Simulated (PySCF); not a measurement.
**Spinor energies of Ga²⁴⁺ (gallium, charge +24)**

Start: [He] 2s2 2p3; 2p1/2 filled at m_j = -1/2, +1/2; 2p3/2 filled at m_j = +3/2. Calculated with PySCF 2.14 in an even-tempered Gaussian basis (17 s from 7.2 bohr⁻², ratio 2.4; 11 p from 9.4 bohr⁻², ratio 2.4; 5 d from 35 bohr⁻², ratio 2.6; 4 f from 53 bohr⁻², ratio 2.6): generalised Hartree-Fock with the X2C-1e Hamiltonian and a Gaussian nucleus; one run each with spin-orbit coupling (SO) switched off, then screened by Boettger's factors.

```tsv
spinor shell	electrons	ε, spin-free (eV)	ε, screened SO (eV)	weight of nominal j (screened SO)	rms radius, screened SO (bohr)
1s1/2	2	-11842.0	-11840.5	1.000	0.0558
2s1/2	2	-2516.2	-2515.8	1.000	0.223
2p1/2	2	-2414.7	-2422.3	0.839	0.194
2p3/2	1	-2414.7	-2399.9	1.000	0.196
```

| quantity | spin-free | screened SO |
| --- | --- | --- |
| E (hartree) | -1448.56489 | -1448.99184 |
| M_J | 3/2 | 3/2 |
| ⟨J²⟩ | 3.750 | 3.764 |
| ⟨L²⟩ | 0.000 | 0.664 |
| ⟨S²⟩ | 3.750 | 2.945 |

Each row is a mean over spinors that exchange with the open shell spreads, by up to 58.462 eV (2s1/2).

Rows whose weight is well below 1 are mixtures of j = l ± 1/2: exchange outweighs spin-orbit coupling there, and the label is only the starting occupation.

Without spin-orbit coupling the j labels of p, d and f shells carry no meaning; the spin-free column gives the mean over the occupied spinors of each nl shell.
